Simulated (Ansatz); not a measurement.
Species: C4H13BN2 (charge 0, singlet). SMILES: CN(C)BN(C)C
Geometry from a B3LYP-D3(BJ)/def2-TZVP (Ansatz, a program for electronic structure) optimisation:
```
B
N 1 1.4187
N 1 1.4187 2 127.33
C 3 1.4493 1 126.88 2 -16.47
H 4 1.0863 3 111.04 1 -14.28
H 4 1.0957 5 107.51 3 120.00
H 4 1.0980 5 108.57 6 115.58
C 2 1.4493 1 126.88 3 -16.47
H 8 1.0863 2 111.04 1 -14.28
H 8 1.0957 9 107.51 2 120.00
H 8 1.0980 9 108.57 10 115.58
C 3 1.4504 1 120.42 2 165.85
H 12 1.0878 3 110.02 1 2.33
H 12 1.0971 13 108.63 3 -121.82
H 12 1.0973 13 108.11 14 -116.22
C 2 1.4504 1 120.42 3 165.85
H 16 1.0878 2 110.02 1 2.33
H 16 1.0971 17 108.63 2 -121.82
H 16 1.0973 17 108.11 18 -116.22
H 1 1.1977 2 116.33 8 163.53
```
Charge 0, spin multiplicity 1.

Wanted: atomisation energy (electronic, to ground-state atoms); the coupled-cluster value holds the core correlation from cc-pwCVTZ, in eV. Valence correlation only, unless marked. UHF or UKS for open shells. Spin-orbit coupling is left out. No relativistic terms. Basis-set limits of correlation are two-point, X^-3; Hartree-Fock from the larger set. [CCSD(T)-MP2]/basis is that difference in the basis named.

Level to compare with: RI-MP2/CBS(aug-cc-pVTZ,aug-cc-pVQZ)+[CCSD(T)-MP2]/aug-cc-pVTZ plus the core term (Ansatz), 80.55 eV. It is a level with limits of its own, and the differences hold the functionals' basis error too.

Q: Rank these functionals by how close they come to RI-MP2/CBS(aug-cc-pVTZ,aug-cc-pVQZ)+[CCSD(T)-MP2]/aug-cc-pVTZ, closest first: SVWN5/def2-TZVPD (Ansatz); B3LYP/def2-TZVPD (Ansatz); CAM-B3LYP/def2-TZVPD (Ansatz); wB97X/def2-TZVPD (Ansatz).

A: CAM-B3LYP/def2-TZVPD (range-separated hybrid, 80.67 eV, difference 0.12), wB97X/def2-TZVPD (range-separated hybrid, 80.28 eV, difference -0.27), B3LYP/def2-TZVPD (global hybrid, 80.05 eV, difference -0.50), SVWN5/def2-TZVPD (LDA, 91.65 eV, difference 11.10)…
